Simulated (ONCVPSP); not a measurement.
## What one change does to a pseudopotential (cobalt (Co), ONCV)

cobalt (Co), optimised norm-conserving Vanderbilt (ONCV), made with ONCVPSP 4.0.1 (Wu-Cohen, scalar-relativistic). Core [Ne], reference 3s2 3p6 3d7 (charge +2). Waves: 3s: rc 1.05 bohr, ncon 5, nbas 9, qcut 14.8 1/bohr, 2 projectors, debl 0.9 Ha; 3p: rc 1.15 bohr, ncon 4, nbas 9, qcut 15 1/bohr, 2 projectors, debl 1.3 Ha; 3d: rc 1.25 bohr, ncon 3, nbas 8, qcut 11.2 1/bohr, 3 projectors, debl 1.7 Ha. Local part: polynomial inside 0.75 bohr (lpopt 4, dvloc0 -1 Ha). Core correction: Teter function, fcfact 5, rcfact 1.3.

In the s channel the program set the typed energies aside and used -4.455, 0.250 Ha. In the p channel the program set the typed energies aside and used -3.110, 0.250 Ha.

All-electron outer shells of the reference configuration (Wu-Cohen, scalar-relativistic, ld1.x):

```tsv
shell	level (eV)	outermost node (bohr)	outermost maximum (bohr)
3s	-121.24	0.31	0.67
3p	-84.63	0.28	0.68
3d	-27.06	–	0.66
```

Change: s: nproj 1. In the p channel the program set the typed energies aside and used -3.110, 0.250 Ha.

Cutoffs: the cutoffs (Ha) at which the residual kinetic energy of the hardest occupied pseudo-wave falls to 1 and 0.1 mHa per electron; they do not see the model core or the augmentation charge, which bear on the density cutoff. Errors are all-electron minus pseudo energies relative to the spin-unpolarised reference configuration.

**Question.** Predict the effect on cutoff, ghosts and configuration errors.

**Answer.** The potential gets neither clearly harder nor softer (73 Ha and 85 Ha → 73 Ha and 85 Ha); of the 4 tests that both files solve, the error grows in 2 and shrinks in 0 by more than 15 % and 0.3 meV (median size 5.9 → 56.7 meV); the range in which the s phases agree narrows (upper end at the end of the scan → 2.4); neither file shows a bound ghost.

```csv
quantity,base,changed
"cutoff, loose",73 Ha,73 Ha
"cutoff, tight",85 Ha,85 Ha
bound ghosts,none,none
GHOST(+) flags under 300 eV,none,none
"error for 3s2 3p6 3d7 4s2, meV [ΔE -25.74 eV]",+8.3,+131
"error for 3s2 3p6 3d7 4s1, meV [ΔE -16.68 eV]",+3.5,+84
"error for 3s2 3p6 3d6, meV [ΔE 35.87 eV]",+29,+29
"error for 3s2 3p6 3d7 4p2, meV [ΔE -16.67 eV]",+2.9,+2.9
s: phases at 1.06 bohr within 0.05 rad from the reference energy up to (Ha; the scan ends near 5),to the end of the scan,2.4
p: phases at 1.16 bohr within 0.05 rad from the reference energy up to (Ha; the scan ends near 5),to the end of the scan,to the end of the scan
d: phases at 1.27 bohr within 0.05 rad from the reference energy up to (Ha; the scan ends near 5),to the end of the scan,to the end of the scan
"rms error of d²Exc/dni dnj with the model core, mHa",1.64,1.64
```
